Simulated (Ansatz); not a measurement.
A run for Ansatz (a program for electronic structure): R-wB97X-V/def2-TZVPPD on C2H4O2 (a complex), monomers drawn apart or pushed together. Files ending in .json are basis or fitting sets from the Basis Set Exchange.

Ansatz 0.2 input:
```yaml
crystal:
  periodic: [false, false, false]
  atoms:
    - {symbol: C, position_ang: [0.03190326, 0.02945807, -0.07735461]}
    - {symbol: H, position_ang: [-0.97734099, -0.28654657, 0.18376286]}
    - {symbol: H, position_ang: [0.26346853, 0.96972907, 0.42142123]}
    - {symbol: H, position_ang: [0.74163091, -0.73660622, 0.23239895]}
    - {symbol: H, position_ang: [0.09864521, 0.16842008, -1.15532657]}
    - {symbol: O, position_ang: [0.14325532, 1.05520904, 4.76748473]}
    - {symbol: C, position_ang: [-0.08659464, -0.07905129, 4.69370115]}
    - {symbol: O, position_ang: [-0.31646478, -1.21333974, 4.62336075]}
basis:
  gaussian:
    orbitals: def2-TZVPPD.json
hamiltonian:
  xc: {name: wB97X-V}
scf: {lower_state_search: off}
```

It printed:

```
WARN ansatz: RAYON_NUM_THREADS=1 ignored (pool sized by the plan → 1); use --threads N
Functional definition: wB97X-V
these checks for a lower state are left out or cut short: stability, starts, cluster_reference, orbital_swaps, neighbouring_geometries, increment
integrals: 0.12 GiB planned
952 factors; their error is unknown
integrals: 0.16 GiB planned
302 factors; integrals over basis functions are off by at most 2.9e-5 eV
mean field: 1.15 GiB planned
mean field evaluation 1: about -6229.3879 eV, gradient 5.6e1 eV
mean field evaluation 2: about -6229.4495 eV, gradient 5.9e1 eV
mean field evaluation 4: about -6234.7189 eV, gradient 1.4e0 eV
mean field evaluation 8: about -6234.7333 eV, gradient 4.4e-1 eV
mean field evaluation 16: about -6234.7336 eV, gradient 2.1e-6 eV
mean field -6234.73355256 eV, -229.1222320024 hartree, gradient 2.1e-6 eV, S^2 0.000000; 0 other end points of the search recorded, 0 dependent functions left out
reference -6234.73354974 eV, -229.1222318986 hartree; 16, 16 occupied and 206, 206 virtual orbitals, 952 factors
Total energy: -6234.73354974 eV, -229.1222318986 hartree
Checks for a lower state left out: stability, starts, cluster_reference, orbital_swaps, neighbouring_geometries, increment
```

The calculation finished and met its thresholds.

Cost: roughly 5 core-seconds.
